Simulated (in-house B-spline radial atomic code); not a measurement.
A fraction x of an electron is removed from 4f in the neodymium ion Nd³⁺, starting from [Xe] 4f3 and keeping the highest spin. Level of theory: scalar-relativistic (X2C) PBE0, spin-polarised, spherical fractional occupations, Fermi nucleus of rms radius 4.9123 fm; calculated with a B-spline radial code for spherical atoms.

Caution: exact exchange at fractional occupations of open shells leaves self-interaction of up to several eV.

```csv
x,E(x) - E(0) (eV),4f up level (eV)
0,0.0000,-31.164
0.01,0.3125,-31.332
0.19,6.2259,-34.386
0.3,10.1127,-36.287
0.49,17.3239,-39.634
0.5,17.7212,-39.812
0.51,18.1202,-39.990
0.67,24.7486,-42.873
0.87,33.6896,-46.550
0.88,34.1560,-46.736
```
